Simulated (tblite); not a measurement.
C4H3N2O (doublet state).
Geometry (GFN2-xTB, Å), atoms numbered from 1 in this order:
```xyz
10
C4H3N2O angstrom
O      2.6478   -0.9505    0.7955
C      2.0177   -0.2026    0.0928
C      0.5804   -0.0767    0.0409
N     -0.0589    0.7846   -0.7709
C     -1.3647    0.6336   -0.5573
C     -1.5223   -0.3557    0.4267
N     -0.3074   -0.7684    0.7756
H      2.5165    0.4949   -0.6090
H     -2.0942    1.2104   -1.0894
H     -2.4061   -0.7649    0.8727
```

Method: GFN2-xTB as coded in tblite; computed harmonic values from a numerical Hessian at the method's own geometry, unscaled. This tight-binding method is rough: wavenumbers can miss measured ones by several per cent, in bad cases by 10 to 20. One conformer, not necessarily the lowest. Open shells enter through the occupations alone, without spin polarisation, and single modes of such species can be off by tens of per cent. The optimisation stopped once no atom felt more than 0.01 eV/Å.

Lowest wavenumbers of the output (negative numbers stand for imaginary wavenumbers):
```
mode    cm-1
  1    -210.5
  2     179.2
  3     184.7
  4     276.9
  5     450.7
  6     558.9
  7     612.4
  8     735.0
  9     804.2
 10     821.5
 11     832.1
 12     869.0
 13    1020.6
 14    1060.9
 15    1133.8
```

Is this structure a minimum?

No. 1 mode is imaginary beyond 20i (210i cm⁻¹), so at this level the point lies at or near a first-order saddle.

Which atoms move in the imaginary mode?

210i: H8 (hydrogen on carbon) 41 %, N7 (nitrogen bonded to 2 C) 26 %, C3 (carbon bonded to C and 2 N) 14 %. These are shares of the mass-weighted motion.

What is the remedy?

Step along that mode in both directions, optimise again with tighter thresholds and repeat the frequencies. The zero-point energy of this point (38.8 kcal/mol) counts the 23 real modes alone, and thermal corrections from it aren't those of a minimum.

On Arm Neoverse V2, one thread, shared host with 96 logical CPUs at a one-minute load of 60, this took 0.19 s wall. The figure is for the frequency step alone.
